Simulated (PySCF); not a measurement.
## Ionisation energy of Ag²⁺ by level of theory

Ag²⁺ [Kr] 4d9 (2D) → Ag³⁺ [Kr] 4d8 (3F), as a difference of total energies. Calculation: PySCF 2.14, in x2c-TZVPall; scalar relativity by spin-free X2C-1e. Correlated levels: valence: [Kr] frozen. The calculations carry no spin-orbit coupling.

```csv
method,ionisation energy (eV)
UHF,32.960
LDA,35.596
MN15,35.209
MP2 (valence),34.376
SCS-MP2 (valence),34.271
```

Q: How much does correlation contribute at MP2 (valence)?

A: 34.376 − (32.960) = 1.416 eV, measured against UHF.

The reference lies between the lowest fine-structure levels, while these numbers refer to the centres of the terms.

Errors of the correlated levels include the incompleteness of this basis and the frozen core.

For comparison: 34.8 ± 0.3 eV (semi-empirical (NIST evaluation); NIST Atomic Spectra Database, ionization energies).
